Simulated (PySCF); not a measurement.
CH6GeO2Si, SMILES [CH3][GeH]1[O][SiH2][O]1. The structure is a stationary point at PBE0-D3(BJ)/def2-SVP. The structure was generated by enumeration, and PubChem lists no compound with its InChIKey, so it may never have been made.

All values below come from PBE0-D3(BJ)/def2-SVP (PySCF 2.14.0).

Harmonic wavenumbers (cm⁻¹): 83, 121, 160, 253, 436, 551, 606, 628, 634, 682, 712, 733, 751, 835, 853, 868, 928, 1014, 1256, 1423, 1423, 2169, 2248, 2254, 3071, 3184, 3198. Rotational constants (GHz): 6.101, 2.011, 1.888; symmetry number 1.

Problem. Work out the zero-point energy and the ideal-gas rigid-rotor harmonic-oscillator thermochemistry at 298.15 K and 1 atm.

Solution. ZPE = ½ Σ hcν = ½ × 31072 cm⁻¹ = 185.85 kJ/mol. H − E(el) = 206.82 kJ/mol. Entropy in J/(mol K): translation 171.30, rotation 113.10, vibration 65.77, total 350.16. G − E(el) = 102.42 kJ/mol. Cp = 113.22 J/(mol K). Modes under 150 cm⁻¹ make the vibrational entropy uncertain.
